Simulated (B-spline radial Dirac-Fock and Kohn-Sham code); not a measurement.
Gd⁴⁸⁺: scattering cross sections and density moments

System: Gd⁴⁸⁺ in the configuration [Ne] 3s2 3p4.

The run's input, task.json:

```json
{"items": [{
  "Z": 64,
  "q": 48,
  "cfg": [[1, 0, 2], [2, 0, 2], [2, 1, 6], [3, 0, 2], [3, 1, 4]],
  "A": 158,
  "rrms": 5.1569,
  "do": ["scatter"],
  "s": [0.0, 0.05, 0.1, 0.15, 0.2, 0.25, 0.3, 0.35, 0.4, 0.45, 0.5, 0.6, 0.7, 0.8, 0.9, 1.0, 1.1, 1.2, 1.4, 1.6, 1.8, 2.0, 2.5, 3.0, 3.5, 4.0, 5.0, 6.0],
  "pz": [0, 0.1, 0.2, 0.3, 0.4, 0.5, 0.6, 0.8, 1.0, 1.2, 1.4, 1.6, 1.8, 2.0, 2.5, 3.0, 4.0, 5.0, 7.0, 10.0, 15.0, 20.0, 30.0, 40.0, 60.0, 100.0],
  "hv_scatter": [1000, 5000, 8047.8, 10000, 100000, 200000, 500000, 1000000]
}]}
```

Command: `python xray_run.py task.json out`

Calculated with a radial B-spline solver, using Dirac-Fock densities.

```
Sum of ⟨r⟩                          : 2.033 bohr
Sum of ⟨r²⟩                         : 0.4037 bohr²
Sum of ⟨1/r⟩                        : 313.20 per bohr
Langevin diamagnetic susceptibility : -0.320 × 10⁻⁶ cm³/mol
Lamb shielding (α²/3)Σ⟨1/r⟩         : 5559 ppm
```

Coherent scattering is the Thomson cross section weighted by f₀², without anomalous dispersion; incoherent scattering is Klein-Nishina weighted by S. The Lamb formula is the non-relativistic shielding expression. Electron correlation is left out. A dash stands where the photon energy is too low for the impulse approximation behind that column.

```csv
hν (keV),coherent (b),incoherent (b),incoherent per electron (b)
1,170.1,–,–
5,165.3,–,–
8.0478,157.9,–,–
10,151.9,–,–
100,19.01,5.369,0.336
200,6.153,5.437,0.340
500,1.170,4.371,0.273
1000,0.3078,3.304,0.206
```

Incoherent scattering overtakes coherent scattering between 200 and 500 keV.
